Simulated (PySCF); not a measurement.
3,5-dichloro-1,2,4-thiadiazole, C2Cl2N2S, SMILES Clc1nsc(Cl)n1, point group Cs.

Force field and properties: B3LYP/pcSseg-1 (PySCF, grid level 2). Vibrational terms come from second-order perturbation theory with semi-diagonal cubic constants, by steps of ±0.6 along the normal coordinates of each isotopologue. The parent has the commonest isotopes.

Equilibrium geometry (Å):

```tsv
atom	x	y	z
Cl1	-2.5312	-0.9659	0.3095
C2	-1.0233	-0.1525	0.0734
N3	-0.9730	1.1492	0.0876
S4	0.6307	1.5862	-0.1709
C5	1.0946	-0.0918	-0.2769
Cl6	2.7144	-0.5979	-0.5545
N7	0.1010	-0.9076	-0.1262
```

Question: Give the equilibrium and ground-state rotational constants (MHz) of parent; ³⁷Cl at 1.

Answer: 
| species | Ae | Be | Ce | A0 | B0 | C0 | Δ0 (u Å²) | harmonic ZPE (cm⁻¹) |
| --- | --- | --- | --- | --- | --- | --- | --- | --- |
| parent | 3350.3 | 914.27 | 718.26 | 3334.1 | 910.13 | 714.75 | 0.206 | 5379 |
| ³⁷Cl at 1 | 3333.3 | 890.17 | 702.55 | 3317.1 | 886.15 | 699.13 | 0.207 | 5372 |

Δ0 = Ic − Ia − Ib from the ground-state constants.

Question: How is the parent's vibrational correction B0 − Be made up?

Answer: 
```tsv
axis	harmonic	Coriolis	cubic	total (MHz)
a	3.81	-1.16	-18.9	-16.3
b	0.404	-0.126	-4.42	-4.14
c	0.121	-0.036	-3.59	-3.51
```

Question: And its quartic centrifugal distortion constants from the harmonic force field?

Answer: Asymmetric top, A reduction, Ir representation: ΔJ = 0.0219 kHz, ΔJK = -0.0582 kHz, ΔK = 1.95 kHz, δJ = 0.00615 kHz, δK = 0.0715 kHz.

Question: Which nuclear quadrupole couplings χaa, χbb, χcc (MHz) does the parent show, at equilibrium and averaged?

Answer: 35Cl at 1: -63.9, 28.6, 35.2 and -63.5, 28.4, 35.1; 14N at 3: 1.5, -2.2, 0.6 and 1.6, -2.2, 0.6; 35Cl at 6: -59.8, 23.9, 35.9 and -59.5, 23.8, 35.7; 14N at 7: 2.3, -4.4, 2.1 and 2.2, -4.3, 2.1.

A mode lies under 250 cm⁻¹, where this perturbation treatment is rough.
